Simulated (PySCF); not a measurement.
A side-by-side comparison of computed properties.

First species: SiF2H2.
SMILES: `F[SiH2]F`

Second species: C6H8FN.
InChI=1S/C6H8FN/c7-6-4-5(6)2-1-3-8/h5-6H,3-4,8H2/t5-,6+/m1/s1

Levels: CAM-B3LYP/def2-SVPD for dipole moment, HOMO energy, LUMO energy, HOMO–LUMO gap, static isotropic polarisability and electronic spatial extent ⟨r²⟩ about the centre of nuclear charge; TDDFT CAM-B3LYP/def2-SVPD for lowest singlet excitation; TDA CAM-B3LYP/def2-SVPD for lowest triplet excitation (Tamm–Dancoff); PBE0-D3(BJ)/def2-SVP for rotational constant A and rotational constant C. Geometries: PBE0-D3(BJ)/def2-SVP. Each species is one conformer at its optimised geometry, gas phase, non-relativistic unless stated; the electronic structure was computed with PySCF and density fitting.

Dipoles, sizes and rotational constants follow the conformer. The torsions of the flexible species, by atom-mapped SMILES:
- `[NH2:1][CH2:2][C:3]#[C:4][C@@H:5]1[CH2:6][C@@H:7]1[F:8]`: H–N1–C2–C3 -58°, H–N1–C2–C3 57°

| property | column X | column Y |
| --- | --- | --- |
| dipole moment | 2.57 D | 1.83 D |
| HOMO energy | -8.32 eV | -11.49 eV |
| LUMO energy | 1.23 eV | 1.06 eV |
| HOMO–LUMO gap | 9.55 eV | 12.55 eV |
| lowest singlet excitation | 5.96 eV | 8.53 eV |
| lowest triplet excitation (Tamm–Dancoff) | 5.15 eV | 7.95 eV |
| static isotropic polarisability | 80.1 au | 26.2 au |
| electronic spatial extent ⟨r²⟩ about the centre of nuclear charge | 1340 bohr² | 212 bohr² |
| rotational constant A | 4.249 GHz | 23.818 GHz |
| rotational constant C | 0.851 GHz | 6.130 GHz |

Question: Which column belongs to which species?

Answer: Column X is the second species and column Y the first. The first has 5 atoms and 34 electrons, the second 16 and 60.

Question: How does each property change from the first species to the second?

Answer: dipole moment +0.74 D; HOMO energy +3.17 eV; LUMO energy +0.17 eV; HOMO–LUMO gap -3.00 eV; lowest singlet excitation -2.57 eV; lowest triplet excitation (Tamm–Dancoff) -2.80 eV; static isotropic polarisability +53.9 au; electronic spatial extent ⟨r²⟩ about the centre of nuclear charge +1128 bohr²; rotational constant A -19.569 GHz; rotational constant C -5.279 GHz.

On the first: The 10 singlets span 8.53 to 11.41 eV, and their oscillator strengths add up to 0.88. In atomic units the dipole is 0.72 e·bohr (1 au = 2.5417 D).

On the second: The 10 singlets span 5.96 to 7.89 eV, and their oscillator strengths add up to 0.36. The polarisability is 11.87 Å³ as a volume (1 au = 0.148185 Å³), or 1.34 au for each of the 60 electrons.
